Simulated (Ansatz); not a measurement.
Molecule: InF₃ (charge 0, singlet). SMILES: [F][In]([F])[F]
Coordinates optimised at B3LYP-D3(BJ)/def2-TZVP (Ansatz, an electronic-structure program):
```xyz
4

In     0.0000     0.0000     0.0000
F     -1.6502    -1.0027     0.0575
F      0.0200     1.7858    -0.7364
F      1.6302    -0.7832     0.6789
```
Charge 0, spin multiplicity 1.

Computed values are from Ansatz. Cores are frozen in the correlated levels unless marked. Open shells are spin-unrestricted. Spin-orbit coupling is left out. Frozen are the shells of the preceding noble gas and the d and f shells that filled before the atom's block. Past Kr the def2 sets carry scalar-relativistic core potentials. CBS(X,Y): correlation extrapolated as X^-3; Hartree-Fock from the larger set. [CCSD(T)-MP2]/basis is that difference in the basis named.

### Question
What is the atomisation energy De at RI-MP2/CBS(def2-TZVPPD,def2-QZVPPD)+[CCSD(T)-MP2]/def2-TZVPPD?

### Answer
1281.9 kJ/mol.

### Question
What is the T1 diagnostic at CCSD/def2-TZVPPD?

### Answer
0.016.

### Question
What is the dipole moment at CCSD(T)/def2-SVPD?

### Answer
0.00 D.

### Question
What is the total energy at RI-MP2/CBS(def2-TZVPPD,def2-QZVPPD)+[CCSD(T)-MP2]/def2-TZVPPD?

### Answer
-488.7474 Eh.
